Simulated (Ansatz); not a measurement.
Other settings, tried on [SnF3]- (SnF₃⁻).

```yaml
crystal:
  periodic: [false, false, false]
  atoms:
    - {symbol: Sn, position_ang: [-0.005751, 0.005566, 0.785223]}
    - {symbol: F, position_ang: [1.703900, -0.031041, -0.249234]}
    - {symbol: F, position_ang: [-0.823719, 1.486887, -0.278260]}
    - {symbol: F, position_ang: [-0.874430, -1.461412, -0.257719]}
basis:
  gaussian: {orbitals: def2-TZVPD, final_grid: {core_spheres: 8, valence_spheres: 7, degree: 23}}
total_charge: -1
hamiltonian: {xc: {name: wB97M-V}}
scf: {omitted_lower_state_checks: [starts]}
output: {forces: true}
```

```sh
$ ansatz run in.yaml --threads 4 --pin off --events-out ev --progress --plain --max-ram 3916MiB
```

It prints (some lines left out):

```
Functional definition: wB97M-V
  name "wB97M-V"
  cite "Mardirossian & Head-Gordon, J. Chem. Phys. 144, 214110 (2016) doi:10.1063/1.4952647"
  cite "Becke, J. Chem. Phys. 107, 8554 (1997) doi:10.1063/1.475007"
  cite "Vydrov & Van Voorhis, J. Chem. Phys. 133, 244103 (2010) doi:10.1063/1.3521275"
  # Of w^i u^j: cxij and so on, Table III.
  parameter omega = 0.3/bohr
  parameter cx = 0.15
  parameter cx01 = 1.007
  parameter cx10 = 0.259
  parameter css00 = 0.443
  parameter css04 = -1.437
  parameter css10 = -4.535
  parameter css20 = -3.390
  parameter css43 = 4.278
  parameter cos00 = 1.000
  parameter cos10 = 1.358
  parameter cos20 = 2.924
  parameter cos21 = -8.812
  parameter cos60 = -1.390
  parameter cos61 = 9.142
  parameter b = 6.0
  parameter c = 0.01
  gx(w, u) = 1 - cx + cx01*u + cx10*w
  gss(w, u) = css00 + css04*u^4 + css10*w + css20*w^2 + css43*w^4*u^3
  gos(w, u) = cos00 + cos10*w + (cos20 + cos21*u)*w^2 + (cos60 + cos61*u)*w^6
  exchange = spin_sum(e_x_unif_sr(omega)*gx(b97_w, b97_u_x)) + cx*exact_x_sr(omega) + exact_x_lr(omega)
  correlation = spin_sum(e_c_pw_mod_same_spin*gss(b97_w, b97_u_same))
      + integral(e_c_pw_mod_opposite_spin*gos(b97_w_opposite, b97_u_opposite)) + vv10(b, c)
these checks for a lower state are left out or cut short: starts
1033 factors; their error is unknown
279 factors; integrals over basis functions are off by at most 2.1e-5 eV
mean field evaluation 1: about -13987.8889 eV, gradient 1.9e1 eV
mean field evaluation 2: about -13988.1178 eV, gradient 2.1e1 eV
mean field evaluation 4: about -13988.6920 eV, gradient 9.9e-1 eV
mean field evaluation 8: about -13988.7501 eV, gradient 1.3e-1 eV
mean field evaluation 16: about -13988.7501 eV, gradient 5.3e-5 eV
mean field -13988.75012834 eV, -514.0770853010 hartree, gradient 5.3e-5 eV, S^2 0.000000; 0 other end points of the search recorded, 0 dependent functions left out
the calculation of the forces begins
reference -13988.75018157 eV, -514.0770872573 hartree; 25, 25 occupied and 151, 151 virtual orbitals, 1033 factors
Total energy: -13988.75018157 eV, -514.0770872573 hartree
Atom 0 at    -0.005751     0.005566     0.785223 Å, force     0.000821     0.000501     0.063753 eV/Å
Atom 1 at     1.703900    -0.031041    -0.249234 Å, force    -0.012661     0.000066    -0.020815 eV/Å
Atom 2 at    -0.823719     1.486887    -0.278260 Å, force     0.005754    -0.010781    -0.021371 eV/Å
Atom 3 at    -0.874430    -1.461412    -0.257719 Å, force     0.006086     0.010214    -0.021568 eV/Å
Dipole moment:    -0.005247     0.005071     0.716233 e Å
Checks for a lower state left out: starts
```

It took 2.9 s on 4 threads of Arm Neoverse V1 on a shared host.

In the def2 sets Sn takes a core potential; there is no spin–orbit coupling.

The dipole of an ion depends on the origin.
